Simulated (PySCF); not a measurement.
```xyz
3
charge 0 multiplicity 2, angstrom
Cu    0.0000    0.0000    0.0000
F     0.0000    0.0000    1.7242
F     0.0000    0.0000   -1.7242
```

Computed with UPBE0 in PySCF with Cu def2-TZVP, F def2-TZVP; no relativity; density-fitted integrals.

This geometry of CuF₂ is a stationary point at this level.

Q: What is the point group?

A: D∞h.

Q: Is it a minimum?

A: Yes: all harmonic wavenumbers are real.

Q: Give the atomic charges and bond orders.

A: 
| atom | Mulliken | Löwdin | polar tensor | spin (Mulliken) | Mayer order to Cu1 |
| --- | --- | --- | --- | --- | --- |
| Cu1 | 1.00 | 0.67 | 1.41 | 0.89 | – |
| F2,3 | -0.50 | -0.34 | -0.70 | 0.06 | 0.81 |

Q: Give the ideal-gas entropy at 298.15 K and 1 bar by parts.

A: translation 166.4, rotation 62.7, vibration 21.7, spin 5.8; total 256.6 J/(mol K).

Other isomers or separated fragments may lie lower. With open d or f shells other occupations or spin states may lie lower.
